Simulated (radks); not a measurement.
Spherical jellium clusters: N electrons in a uniform positive sphere of charge N and radius rs N^(1/3), rs = 2.96 bohr. Calculated with a radial shooting solver with Libxc functionals: non-relativistic Kohn-Sham, LDA (Slater exchange, Perdew-Wang correlation), spin-polarised, spherical densities. Levels are named by radial order and angular momentum (1s, 1p, 1d, 2s, ...), and open shells are averaged over m.

N = 18, configuration 1s2 1p6 1d10. This is the lowest configuration that the search found. Occupied and some empty levels:

level  occupation  eigenvalue (eV)  <r> (bohr)
1s              2          -7.3009       4.611
1p              6          -5.6501       5.760
1d             10          -3.7766       6.625
2s              0          -3.3584       5.924
1f              0          -1.7517       7.536
2p              0          -1.3514       8.031

Energy (eV): total -28.6884, kinetic 52.672, external -1329.2, Hartree 649.42, exchange-correlation -83.527, background 681.92. Static polarisability (adiabatic kernel): 691.7 bohr^3, against R^3 = 466.8 for a classical metal sphere.
